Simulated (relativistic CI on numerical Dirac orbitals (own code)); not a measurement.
**Pb⁷⁸⁺: computed level list**

Method of calculation: Dirac-Coulomb-Breit CI, KLI orbitals optimised for each configuration, model QED (radiative potential, 1s self-energy scaled to tabulated hydrogen-like ionisation energies), unscaled Slater integrals (own radial code, finite nucleus).

Configurations in the expansion (outside the closed core 1s2): 2s², 2s2p, 2p², 2p3s, 2p3p, 2s3s, 2s3p, 2s3d, 2s4s, 2s4p, 2s4d, 2s4f, 2s5s, 3s², 2s5p, 2s5d, 2s5f, 2s5g, 3s3p, 3p². Levels of other configurations are missing.

| No. | Configuration | Term | J | E (Ry) | % | Next component (%) | Landé g |
| --- | --- | --- | --- | --- | --- | --- | --- |
| 1 | 2s² | ¹S | 0 | 0.00 | 98 | 1 2p² ³P |  |
| 2 | 2s2p | ³P° | 0 | 15.40 | 100 |  |  |
| 3 | 2s2p | ³P° | 1 | 18.15 | 69 | 31 ¹P° | 1.282 |
| 4 | 2p² | ³P | 0 | 42.76 | 67 | 31 ¹S |  |
| 5 | 2s2p | ³P° | 2 | 190.21 | 100 |  | 1.450 |
| 6 | 2s2p | ¹P° | 1 | 197.87 | 69 | 31 ³P° | 1.113 |
| 7 | 2p² | ³P | 1 | 213.82 | 100 |  | 1.459 |
| 8 | 2p² | ¹D | 2 | 215.14 | 66 | 34 ³P | 1.121 |
| 9 | 2p² | ³P | 2 | 389.78 | 66 | 34 ¹D | 1.283 |
| 10 | 2p² | ¹S | 0 | 395.56 | 68 | 32 ³P |  |
| 11 | 2s3s | ³S | 1 | 1028.08 | 100 |  | 1.955 |
| 12 | 2s3s | ¹S | 0 | 1031.10 | 99 |  |  |
| 13 | 2s3p | ³P° | 1 | 1035.12 | 66 | 33 ¹P° | 1.288 |
| 14 | 2s3p | ³P° | 0 | 1035.17 | 100 |  |  |
| 15 | 2p3s | ³P° | 0 | 1046.93 | 100 |  |  |
| 16 | 2p3s | ³P° | 1 | 1047.13 | 66 | 33 ¹P° | 1.291 |
| 17 | 2p3p | ³D | 1 | 1051.14 | 74 | 22 ¹P | 0.620 |
| 18 | 2p3p | ³P | 0 | 1055.97 | 67 | 32 ¹S |  |
| 19 | 2s3p | ³P° | 2 | 1086.90 | 100 |  | 1.469 |
| 20 | 2s3p | ¹P° | 1 | 1087.51 | 67 | 33 ³P° | 1.155 |
| 21 | 2s3d | ³D | 1 | 1089.63 | 100 |  | 0.491 |
| 22 | 2s3d | ³D | 2 | 1090.05 | 67 | 33 ¹D | 1.080 |
| 23 | 2s3d | ³D | 3 | 1103.17 | 100 |  | 1.307 |
| 24 | 2s3d | ¹D | 2 | 1103.71 | 40 | 21 2p3p ³D | 1.080 |
| 25 | 2p3p | ³P | 1 | 1104.93 | 49 | 30 ³S | 1.489 |
| 26 | 2p3p | ³D | 2 | 1105.84 | 30 | 26 2s3d ¹D | 1.101 |
| 27 | 2p3s | ³P° | 2 | 1223.74 | 100 |  | 1.459 |
| 28 | 2p3s | ¹P° | 1 | 1224.58 | 67 | 33 ³P° | 1.114 |
| 29 | 2p3p | ³P | 1 | 1229.90 | 51 | 28 ³S | 1.443 |
| 30 | 2p3p | ³D | 2 | 1229.97 | 49 | 34 ¹D | 1.129 |
| 31 | 2p3p | ³D | 3 | 1280.33 | 100 |  | 1.301 |
| 32 | 2p3p | ¹P | 1 | 1280.42 | 55 | 38 ³S | 1.309 |
| 33 | 2p3p | ³P | 2 | 1283.06 | 66 | 34 ¹D | 1.296 |
| 34 | 2p3p | ¹S | 0 | 1285.48 | 67 | 33 ³P |  |
| 35 | 2s4s | ³S | 1 | 1378.18 | 100 |  | 1.962 |
| 36 | 2s4s | ¹S | 0 | 1379.27 | 100 |  |  |
| 37 | 2s4p | ³P° | 0 | 1380.93 | 100 |  |  |
| 38 | 2s4p | ³P° | 1 | 1380.94 | 67 | 33 ¹P° | 1.296 |
| 39 | 2s4p | ³P° | 2 | 1402.51 | 100 |  | 1.476 |
| 40 | 2s4p | ¹P° | 1 | 1402.71 | 67 | 33 ³P° | 1.167 |
| 41 | 2s4d | ³D | 1 | 1403.60 | 100 |  | 0.501 |
| 42 | 2s4d | ³D | 2 | 1403.76 | 65 | 35 ¹D | 1.084 |
| 43 | 2s4d | ³D | 3 | 1409.39 | 100 |  | 1.314 |
| 44 | 2s4d | ¹D | 2 | 1409.88 | 65 | 35 ³D | 1.056 |
| 45 | 2s4f | ³F° | 3 | 1410.08 | 59 | 41 ¹F° | 1.029 |
| 46 | 2s4f | ³F° | 2 | 1410.11 | 100 |  | 0.664 |
| 47 | 2s4f | ³F° | 4 | 1412.82 | 100 |  | 1.233 |
| 48 | 2s4f | ¹F° | 3 | 1412.94 | 59 | 41 ³F° | 1.031 |
| 49 | 2s5s | ³S | 1 | 1536.10 | 100 |  | 1.965 |
| 50 | 2s5s | ¹S | 0 | 1536.60 | 100 |  |  |
| 51 | 2s5p | ³P° | 1 | 1537.46 | 67 | 33 ¹P° | 1.299 |
| 52 | 2s5p | ³P° | 0 | 1537.46 | 100 |  |  |
| 53 | 2s5p | ³P° | 2 | 1548.39 | 100 |  | 1.479 |
| 54 | 2s5p | ¹P° | 1 | 1548.48 | 67 | 33 ³P° | 1.172 |
| 55 | 2s5d | ³D | 1 | 1548.94 | 100 |  | 0.506 |
| 56 | 2s5d | ³D | 2 | 1549.01 | 65 | 35 ¹D | 1.086 |
| 57 | 2s5d | ³D | 3 | 1551.91 | 100 |  | 1.317 |
| 58 | 2s5d | ¹D | 2 | 1552.14 | 65 | 35 ³D | 1.062 |
| 59 | 2s5f | ³F° | 3 | 1552.25 | 59 | 41 ¹F° | 1.033 |
| 60 | 2s5f | ³F° | 2 | 1552.26 | 100 |  | 0.669 |
| 61 | 2s5f | ³F° | 4 | 1553.65 | 100 |  | 1.236 |
| 62 | 2s5g | ³G | 4 | 1553.71 | 56 | 44 ¹G | 1.014 |
| 63 | 2s5f | ¹F° | 3 | 1553.72 | 59 | 41 ³F° | 1.034 |
| 64 | 2s5g | ³G | 3 | 1553.73 | 100 |  | 0.750 |
| 65 | 2s5g | ³G | 5 | 1554.56 | 100 |  | 1.188 |
| 66 | 2s5g | ¹G | 4 | 1554.58 | 56 | 44 ³G | 1.021 |

Energies count from the lowest computed level; ° marks odd parity.

The mean weight of the leading LS term, summed over parents, in these 66 levels is 80 %, and that of the leading jj configuration (from the same eigenvectors) 99 %, so jj coupling describes them better and the LS labels are nominal.

At this charge energies of transitions that change n are usually good to better than 1 %, and those within a shell (Δn = 0) to a few per cent.

LS names give the leading component of a level, which can be under half, so a name can repeat, a term be missing and a line seem to break the LS rules.
